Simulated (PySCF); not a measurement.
**Computed NMR parameters against published values**

Geometry:
```csv
atom,x (Å),y (Å),z (Å)
C1,2.925,1.866,-0.761
C2,1.925,1.362,-0.338
C3,0.716,0.721,0.142
C4,-0.451,0.996,-0.815
C5,-1.719,0.306,-0.322
C6,-1.493,-1.197,-0.187
C7,-0.334,-1.477,0.766
C8,0.937,-0.791,0.277
H9,3.801,2.317,-1.121
H10,0.471,1.134,1.129
H11,-0.615,2.073,-0.895
H12,-0.191,0.622,-1.808
H13,-2.538,0.498,-1.019
H14,-2.005,0.718,0.649
H15,-1.262,-1.618,-1.169
H16,-2.401,-1.680,0.179
H17,-0.588,-1.108,1.764
H18,-0.165,-2.553,0.842
H19,1.760,-0.981,0.971
H20,1.222,-1.196,-0.697
```

What is known from experiment: δ 13C C2 88.7; C1 68.3 ppm (measured; solution, not stated per compound (mostly CDCl3 or CCl4); Pretsch, Buehlmann, Badertscher, Structure Determination of Organic Compounds, 4th ed. (2009)).

No solvent, averaged over atoms made equivalent by symmetry, fast rotation or ring inversion, a single conformation, relativity neglected. GFN2-xTB structure; NMR shieldings at PBE0/pcSseg-1/GIAO; PySCF.

**Question.** What does the calculation give, and how does it compare?

**Answer.** 
Reference values: measured (solution, not stated per compound (mostly CDCl3 or CCl4); Pretsch, Buehlmann, Badertscher, Structure Determination of Organic Compounds, 4th ed. (2009)).
```json
{"atoms": "C2", "quantity": "δ 13C", "reference": "88.7", "computed": "94.0", "computed, scaled": "89.4"}
{"atoms": "C1", "quantity": "δ 13C", "reference": "68.3", "computed": "74.4", "computed, scaled": "70.3"}
```

Computed shifts are σ(ref) − σ with the named reference compound (TMS for H and C) calculated as an isolated molecule at the same level. The measured values may be among those fitted. Empirical linear scaling, fitted to shifts measured mostly in CDCl3 for H and C (δ vs TMS): 13C (scatter 2.1 ppm rms, 2.3 ppm with the 13 outliers that the fit left out). A few per cent of atoms miss by over 2 rms, more outside the fitted compound classes.

**Question.** How far are the unscaled 13C shifts from the references?

**Answer.** Mean signed difference +5.70 ppm, mean absolute 5.70 ppm over 2 comparisons; the largest is +6.1 ppm at C1 (terminal alkyne carbon).

2 of the 10 published NMR values on file for this molecule are compared.
